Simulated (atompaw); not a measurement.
**An all-electron radial function and its pseudo partner (phosphorus)**

Columns: radius, all-electron u(r) and pseudo u(r) of the 3p shell (level -6.15 eV) of phosphorus in the configuration [Ne] 3s1 3p4; LDA (PW92), scalar-relativistic, PAW (atompaw) scheme, atompaw 4.2.0.5.

```csv
r (bohr),all-electron,pseudo
0.073,-0.0881,0.0034
0.146,-0.2113,0.0135
0.219,-0.2882,0.0301
0.292,-0.3092,0.0529
0.365,-0.2848,0.0812
0.438,-0.2289,0.1145
0.512,-0.1523,0.1527
0.585,-0.0665,0.1937
0.658,0.0231,0.2373
0.731,0.1118,0.2826
0.804,0.1965,0.3286
0.877,0.2754,0.3743
0.950,0.3473,0.4190
1.023,0.4116,0.4619
1.096,0.4683,0.5021
1.169,0.5174,0.5391
1.242,0.5592,0.5724
1.315,0.5941,0.6017
1.388,0.6226,0.6265
1.462,0.6454,0.6472
1.535,0.6624,0.6632
1.608,0.6746,0.6748
1.681,0.6823,0.6824
1.754,0.6862,0.6862
1.827,0.6867,0.6867
1.900,0.6842,0.6842
```

Q: How many radial nodes do the two functions have?

A: The all-electron 3p function has n − l − 1 = 1; the pseudo-wave has 0, since the states of the same l below it are removed with the core.

Q: Is the pseudo-wave norm-conserving?

A: No, it belongs to a PAW set: the norm inside the radius is not constrained, and the difference is carried by the augmentation charge.
